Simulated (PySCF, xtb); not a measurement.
C2H2Cl, SMILES ClC=[CH], multiplicity 2.

Harmonic wavenumbers (cm⁻¹) from GFN2-xTB (xtb 6.7.1) at its own minimum, in rising order: 294, 503, 568, 661, 874, 1099, 1715, 3085, 3257.

Q: What does PBE0-D3(BJ)/def2-TZVP run with PySCF 2.14.0 give at its own minimum? (Estimate from the structure and the level; the computed values follow.)

A: 351, 677, 698, 806, 849, 1221, 1650, 3205, 3312. Paired by order, the mean absolute difference is 99 cm⁻¹ and the zero-point energies are 17.2 and 18.3 kcal/mol.
